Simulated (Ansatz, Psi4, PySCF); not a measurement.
Lewis adduct: AlH3 (SMILES [AlH3]) (first 4 atoms) with C2H6O (SMILES COC); geometry from B3LYP-D3(BJ)/def2-TZVP, rigid monomers moved along the line of their centres of mass till Al1···O6 is 1.79 Å.
(charge 0, multiplicity 1):
```xyz
13

Al     0.075    -0.212     0.652
H     -1.445    -0.380     0.199
H      0.737     1.210     0.363
H      1.015    -1.500     0.627
C      0.441    -0.996     3.382
O     -0.136    -0.104     2.422
C     -0.938     0.938     2.990
H     -0.353    -1.488     3.948
H      1.092    -0.437     4.056
H      1.016    -1.728     2.823
H     -1.771     0.501     3.542
H     -1.314     1.540     2.167
H     -0.325     1.554     3.651
```

Counterpoise-corrected where a basis set is named; no monomer relaxation. Rows marked so take none.

Correlated levels freeze the cores. Rows in 3-21G, 6-31G* carry no dispersion term and start afresh at each structure (6-31G* with six Cartesian d functions).

The values were computed with Ansatz (an electronic-structure program) with Gaussian orbitals; Psi4 for SAPT; PySCF for 3-21G rows, 6-31G* rows, the dispersion terms. Each number belongs to the level named beside it.

```csv
level,interaction energy (kJ/mol)
HF/6-31G* (no counterpoise),-87.8
BP86/6-31G* (no counterpoise),-82.8
r2SCAN/def2-TZVPPD,-103.8
r2SCAN-D4/def2-TZVPPD,-106.5
B3LYP/3-21G (no counterpoise),-147.2
PBE0-D4/def2-TZVPPD,-103.6
wB97X-V/def2-TZVPPD,-102.8
CCSD(T)/aug-cc-pV(D+d)Z,___
SAPT0/jun-cc-pV(D+d)Z,___
```

Q: Some entries are withheld; supply them.

A: 
- CCSD(T)/aug-cc-pV(D+d)Z, interaction energy (kJ/mol): -80.2
- SAPT0/jun-cc-pV(D+d)Z, interaction energy (kJ/mol): -114.1
